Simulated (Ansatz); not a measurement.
Species: C10H9BS, SMILES `Bc1cc2cc(C=C)ccc2s1` (charge 0, multiplicity 1).

Question: Give a relaxed geometry from B3LYP-D3(BJ)/def2-SVP run with Ansatz (a quantum-chemistry and plane-wave program).

Answer: This is not unique; one that fits is the end point of this relaxation, one of several conformers (outside a Z-matrix the atoms follow the SMILES, hydrogens last).
Z-matrix (Å, degrees):
```
C
C 1 1.4113
H 2 1.0931 1 119.39
C 2 1.3938 3 119.82 1 179.94
C 1 1.4247 2 119.17 3 179.99
C 5 1.4063 1 120.53 2 0.04
C 6 1.3836 5 118.86 1 -0.06
H 7 1.0913 6 118.71 5 179.92
H 6 1.0918 7 120.49 8 -0.04
C 1 1.4277 2 129.38 3 0.03
C 10 1.3846 1 114.38 2 179.96
H 10 1.0916 11 121.99 1 -179.99
C 4 1.4707 2 119.15 3 -0.09
C 13 1.3409 4 127.45 2 -178.69
H 14 1.0923 13 120.79 4 179.90
H 14 1.0932 15 116.53 13 179.91
H 13 1.0959 14 118.11 15 0.04
B 11 1.5234 10 127.50 12 0.03
H 18 1.2058 11 121.28 10 179.89
H 18 1.2068 19 120.03 11 179.83
S 5 1.7366 6 127.92 9 -0.10
```
